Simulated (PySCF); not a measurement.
C₈H₁₂.
InChI=1S/C8H12/c1-2-8-5-3-7(1)4-6-8/h1-2,7-8H,3-6H2/t7-,8+

Linear response at CAM-B3LYP/def2-SVPD (PySCF, frozen core in the response, non-relativistic). Geometry: PBE0-D3(BJ)/def2-SVP; no solvent, vibrations or thermal averaging.

Static isotropic polarisability: 85.32 au (12.64 Å³), principal values 81.2, 84.4, 90.3 au.

**Question.** What is the polarisability at 1064 nm and at the sodium D line?

**Answer.** 85.94 au at 1064 nm (+0.7 %), 87.39 au at 589.3 nm (+2.4 %). The rise at 589.3 nm is 3.36 times that at 1064 nm; a pure ω² law gives 3.26. The lowest singlet lies at 183 nm, shorter than both wavelengths.

**Question.** What is the isotropic C6 coefficient between two such molecules, C6 = (3/π)∫α(iω)² dω?

**Answer.** 3213 au (Eh·bohr⁶) by a ten-point quadrature over imaginary frequencies, which is 1920 eV·Å⁶ or 185 J·nm⁶/mol.

**Question.** Which effective excitation energy ω̄ makes London's formula C6 = (3/4)α²ω̄ exact here?

**Answer.** ω̄ = 4·C6/(3α²) = 0.588 Eh = 16.0 eV. A one-pole form α(ω) = α/(1 − ω²/ω̄²) fitted to the 1064 nm value gives 13.8 eV. London's choice of the ionisation energy (8.98 eV, ΔSCF at the same level) gives C6 = 1800 au, 44 % too low.

**Question.** How anisotropic is the static polarisability, by Δα² = ½[(α1 − α2)² + (α2 − α3)² + (α3 − α1)²]?

**Answer.** Δα = 8.0 au, or 0.09 of the isotropic value.

**Question.** What does −C6/R⁶ come to at R = 10 Å between centres?

**Answer.** -190 J/mol. This is the leading, orientation-averaged term; C8 and higher terms are left out.

**Question.** The lowest 6 singlets have (eV, f): 6.78, 0.040; 6.91, 0.180; 7.36, 0.007; 7.71, 0.000; 7.72, 0.000; 7.79, 0.000. What share of the static polarisability do they carry in the sum over states α = Σ f/ω²?

**Answer.** 3.53 au, 4.1 % of α; the largest term, 2.79 au, is that of the state at 6.91 eV. Their oscillator strengths add up to 0.23. Higher states carry the rest.
